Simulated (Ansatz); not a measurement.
System: sum formula H₈SiN₃O (charge +1, singlet). It need not be the lowest isomer of its formula. SMILES: N[Si](N)([NH3+])O
Geometry from a B3LYP-D3(BJ)/def2-TZVP (Ansatz, a quantum-chemistry and plane-wave program) optimisation:
```xyz
13

Si     0.1477    -0.1171     0.0256
O     -0.6475    -1.1759     0.9539
N     -1.4015     0.9606    -0.2360
N      1.2781     0.8189     0.8260
N      0.6191    -0.5067    -1.5349
H     -0.2692    -2.0089     1.2512
H     -1.1907     1.7913    -0.7896
H     -2.1520     0.4544    -0.7091
H      1.9947     1.3631     0.3721
H      1.3839     0.8040     1.8285
H      0.0616    -1.0460    -2.1797
H      1.5897    -0.4919    -1.8099
H     -1.7762     1.2709     0.6621
```
Charge +1, spin multiplicity 1.

Parts of the frozen-core correlation energy in cc-pV(T+d)Z (Ansatz, hartree). Frozen orbitals: 9; correlated occupied orbitals by spin: 16 and 16; virtual: 246 and 246. No spin-orbit coupling. Non-relativistic.

| term | value |
|---|---|
| reference (HF) | -531.88703 |
| MP2 opposite-spin | -0.75906 |
| MP2 same-spin | ? |
| CCSD correlation | ? |
| (T) | ? |
| T1 diagnostic | 0.009 |
| largest doubles amplitude | 0.018 |

Q: What belongs in the gaps?

A: 
- MP2 same-spin, value: -0.24231
- CCSD correlation, value: -1.03335
- (T), value: -0.03708
